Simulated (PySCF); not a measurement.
# Excitation energy of Te²⁺ by level of theory

Te²⁺ [Kr] 4d10 5s2 5p2 (3P) → Te²⁺ [Kr] 4d10 5s1 5p3 (5S), as a difference of total energies. All numbers are calculated (PySCF 2.14, scalar relativity through the core potential, in aug-cc-pVDZ-PP with ECP28MDF (5s4p3d, 32 functions)). Correlated levels: valence: 4s2 4p6 4d10 frozen. The calculations carry no spin-orbit coupling.

| method | excitation energy (eV) |
| --- | --- |
| UHF | 5.397 |
| MP2 (valence) | 6.074 |
| SCS-MP2 (valence) | 6.350 |
| CCSD (valence) | 6.345 |
| CCSD(T) (valence) | 6.357 |
| CCSDT (valence) | 6.362 |
| FCI (valence) | 6.362 |

**Question.** How much does correlation contribute at CCSD(T) (valence)?

**Answer.** 6.357 − (5.397) = 0.960 eV, measured against UHF.
